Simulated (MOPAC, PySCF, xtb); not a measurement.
Pair of molecules: H2O (SMILES O) (first 3 atoms) with Si2H6 (SMILES [SiH3][SiH3]); geometry from B3LYP-D3(BJ)/def2-TZVP, rigid monomers moved along the line of their centres of mass till O1···Si5 is 3.58 Å.
(charge 0, multiplicity 1):
```csv
atom,x (Å),y (Å),z (Å)
O,0.5559,0.4866,1.3738
H,1.0048,-0.3071,1.0631
H,-0.2550,0.5437,0.8567
Si,-0.9779,-1.1069,4.2068
Si,0.1841,0.8052,4.9201
H,-2.0444,-0.7575,3.2351
H,-1.6289,-1.8011,5.3480
H,-0.0647,-2.0817,3.5590
H,-0.3652,2.0231,4.2820
H,1.6278,0.6880,4.6138
H,0.0417,0.9585,6.3919
```

Interaction energies are E(AB) − E(A) − E(B) at the monomers' geometry in the complex; basis-set methods are counterpoise corrected. Rows marked so take none.

Rows in STO-3G carry no dispersion term and start afresh at each structure. The state reached by AM1 isn't checked.

Codes used: MOPAC for AM1 (differences of heats of formation); PySCF for STO-3G rows; xtb for the GFN methods. 

### Question
One of these levels gives -1.99 kcal/mol for the interaction energy. Which one is it?
(A) HF/STO-3G (no counterpoise)
(B) GFN1-xTB
(C) AM1
(D) GFN2-xTB

### Answer
D, GFN2-xTB. The others give 1.05 (AM1), -5.58 (GFN1-xTB), -1.02 (HF/STO-3G (no counterpoise))
